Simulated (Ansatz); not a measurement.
Species: H3SiO2, charge 0, doublet. H3SiO2 (SMILES [O][SiH2]O, doublet).
B3LYP-D3(BJ)/def2-TZVP minimum from Ansatz (a first-principles code):
```xyz
6

Si    -0.2148    -0.3513    -0.0178
O      1.4093    -0.5237     0.2006
O     -0.7917     1.1656    -0.2298
H     -0.6676    -0.9626     1.2654
H     -0.6576    -1.0954    -1.2114
H     -0.6085     1.8410     0.4287
```
Charge 0, spin multiplicity 2.

Total energies in cc-pV(D+d)Z, 19 correlated electrons, 7 frozen orbitals. UHF or UKS for unpaired electrons; spin-orbit terms are left out. Correlated methods leave the cores frozen. No relativity.

```csv
method,program,energy (Eh),minus CCSDT(Q) (mEh)
HF,Ansatz,-440.44726,470.51
MP2,Ansatz,-440.87326,44.51
CCSD,Ansatz,-440.90660,11.17
CCSD(T),Ansatz,-440.91574,2.04
CCSDT(Q),Ansatz,-440.91777,0.00
```

Rough core times of Ansatz's runs on a shared machine: CCSD(T) 30 s, CCSDT(Q) 30 min.
